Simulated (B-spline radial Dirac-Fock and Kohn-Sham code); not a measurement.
Two-hole binding energies of Rh⁺

System: the Rh⁺ ion in the configuration [Kr] 4d8.

Model: relaxed Dirac-Fock hole states (ΔSCF) with Breit and QED corrections and a finite nucleus. Program: an atomic code on a B-spline grid. U is the two-hole binding energy less the two single-hole energies, the effective repulsion of the holes after relaxation. Each two-hole energy is an average over J within one jj subconfiguration.

| holes | E(a) (eV) | E(b) (eV) | E(ab) (eV) | U (eV) |
| --- | --- | --- | --- | --- |
| 1s⁻¹ 2p1/2⁻¹ | 23236.6 | 3164.7 | ? | ? |
| 1s⁻¹ 2p3/2⁻¹ | 23236.6 | 3022.2 | 26437.4 | 178.7 |
| 1s⁻¹ 3p3/2⁻¹ | 23236.6 | 516.2 | 23804.3 | 51.6 |
| 2s⁻² | 3435.3 | 3435.3 | 6981.0 | 110.3 |
| 2s⁻¹ 2p1/2⁻¹ | 3435.3 | 3164.7 | 6702.3 | 102.3 |
| 2s⁻¹ 2p3/2⁻¹ | 3435.3 | 3022.2 | 6557.5 | 100.0 |
| 2p1/2⁻² | 3164.7 | 3164.7 | 6466.6 | 137.2 |
| 2p1/2⁻¹ 2p3/2⁻¹ | 3164.7 | 3022.2 | 6310.5 | 123.6 |
| 2p3/2⁻² | 3022.2 | 3022.2 | 6168.4 | 124.1 |
| 2s⁻¹ 3p1/2⁻¹ | 3435.3 | 541.3 | 4022.2 | 45.5 |
| 2p1/2⁻¹ 3s⁻¹ | 3164.7 | 647.6 | 3856.9 | 44.6 |
| 2p3/2⁻¹ 3s⁻¹ | 3022.2 | 647.6 | 3714.2 | 44.4 |
| 3p1/2⁻¹ 3p3/2⁻¹ | 541.3 | 516.2 | 1091.6 | 34.1 |
| 3p3/2⁻² | 516.2 | 516.2 | 1067.1 | 34.7 |

Q: Give the missing two-hole energy and U.

A: E(ab) = 26592.8 eV and U = 191.6 eV.

Values without a named source are computed, but for edge energies of neutral atoms, which are taken from tables.
